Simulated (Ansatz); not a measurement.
```yaml
crystal:
  periodic: [true, true, true]
  atoms:
    - {symbol: C, position_ang: [0.253659, -3.078869, -0.337006]}
    - {symbol: C, position_ang: [0.677052, -1.629056, -0.320723]}
    - {symbol: C, position_ang: [1.270387, -1.200270, -1.645630]}
    - {symbol: Sn, position_ang: [-0.967671, -0.415466, 0.258025]}
    - {symbol: C, position_ang: [-0.412862, 1.675990, 0.262496]}
    - {symbol: C, position_ang: [-1.530021, 2.629634, 0.734517]}
    - {symbol: C, position_ang: [0.784947, 1.926953, 1.080092]}
    - {symbol: H, position_ang: [-0.547647, -3.273867, -1.136158]}
    - {symbol: H, position_ang: [-0.177941, -3.442057, 0.594492]}
    - {symbol: H, position_ang: [1.097864, -3.737571, -0.600723]}
    - {symbol: H, position_ang: [1.348971, -1.484789, 0.427686]}
    - {symbol: H, position_ang: [1.616808, -0.083652, -1.549903]}
    - {symbol: H, position_ang: [0.508874, -1.275732, -2.469998]}
    - {symbol: H, position_ang: [2.108724, -1.766690, -1.876412]}
    - {symbol: H, position_ang: [-1.614301, -0.754301, 1.800375]}
    - {symbol: H, position_ang: [-2.293036, -0.660042, -0.944819]}
    - {symbol: H, position_ang: [-0.123390, 2.000175, -0.743470]}
    - {symbol: H, position_ang: [-2.441209, 2.535289, 0.000393]}
    - {symbol: H, position_ang: [-1.925824, 2.446188, 1.686934]}
    - {symbol: H, position_ang: [-1.277158, 3.630065, 0.676529]}
    - {symbol: H, position_ang: [0.550746, 1.682851, 2.164938]}
    - {symbol: H, position_ang: [1.674123, 1.316831, 0.786430]}
    - {symbol: H, position_ang: [1.146844, 2.970119, 1.105555]}
basis:
  gaussian: {orbitals: x2c-TZVPPall}
total_charge: 1
magnetization: {spin_polarized: true, initial_magnetization: 1}
hamiltonian: {xc: {name: PBE0}}
output: {forces: true}
```

```sh
$ ansatz run in.yaml --threads 4 --pin off --events-out ev --progress --plain --max-ram 66560MiB --backend cuda --devices 0, --max-vram 37GiB
```

Shortened log:

```
Error: YAML parse error: error: line 2 column 3: crystal: missing field `lattice` (a structure is typed as `lattice` and `atoms`, a molecule's as `atoms` in Å alone, or read from a run's directory, `checkpoint`)
 --> <input>:2:3
1 | crystal:
2 |   periodic: [true, true, true]
3 |   atoms:
4 |     - {symbol: C, position_ang: [0.253659, -3.078869, -0.337006]}
```

(1) What is wrong with this run?

Answers

(1) The molecule is marked periodic without a cell. The program refused the input.
